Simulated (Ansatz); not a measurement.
Mulliken charges of CH₅Ge, SMILES `[CH3][GeH2]` radical from r2SCAN/def2-TZVPP in Ansatz (PBE0-D4/def2-TZVP geometry).

```
atom   x (Å)   y (Å)   z (Å)  charge (e)
  C1  -0.248  -0.809  -0.206      -0.280
 Ge2   0.396   0.825   0.663       0.068
  H3  -1.153  -1.166   0.284       0.084
  H4   0.513  -1.588  -0.157       0.084
  H5  -0.473  -0.603  -1.256       0.088
  H6  -0.673   1.941   0.621      -0.022
  H7   1.699   1.334   0.005      -0.022
```

Question: By hand: the dipole of these point charges (1 e Å = 4.8032 D).

Answer: Σ q r = (-0.022, -0.074, -0.011) e Å, of length 0.078 e Å = 0.37 D.

Question: How does the dipole of the full density compare? (Estimate.)

Answer: The calculation gave: (-0.059, -0.154, -0.075) e Å, 0.87 D; the point charges give 0.43 times that, at 17° from its direction.

Point charges leave out the atoms' own dipoles, such as those of lone pairs, and Mulliken's split depends on the basis, so the two needn't agree.
